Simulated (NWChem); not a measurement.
Molecule: CH6AuN; SMILES [CH3][Au]<-[NH3]

```xyz
9

Au     0.0000     0.0000     0.0424
C      0.0000     0.0000     2.0632
H     -1.0308     0.0129     2.4546
H      0.5266     0.8862     2.4546
H      0.5042    -0.8991     2.4546
N      0.0000     0.0000    -2.1464
H      0.6811     0.6605    -2.5214
H     -0.9126     0.2596    -2.5214
H      0.2315    -0.9201    -2.5214
```
Atoms are numbered in this order, from 1.

Structure relaxed at the PBE0/def2-SVP level. def2 effective core potentials on Au; no spin-orbit coupling.

Question: List the 6 lowest vertical singlet excitations from PBE0/def2-SVP with def2 effective core potentials on Au, full TDDFT (NWChem).

Answer: 
| state | energy (eV) | oscillator strength | leading excitation (squared amplitude) |
|---|---|---|---|
| S1 | 5.42 | 0.118 | HOMO → LUMO (0.97) |
| S2 | 6.13 | 0.165 | HOMO → LUMO+1 (0.80) |
| S3 | 6.13 | 0.165 | HOMO → LUMO+2 (0.80) |
| S4 | 6.33 | 0.025 | HOMO−1 → LUMO (0.60) |
| S5 | 6.33 | 0.025 | HOMO−2 → LUMO (0.60) |
| S6 | 6.38 | 0.015 | HOMO−3 → LUMO (0.50) |
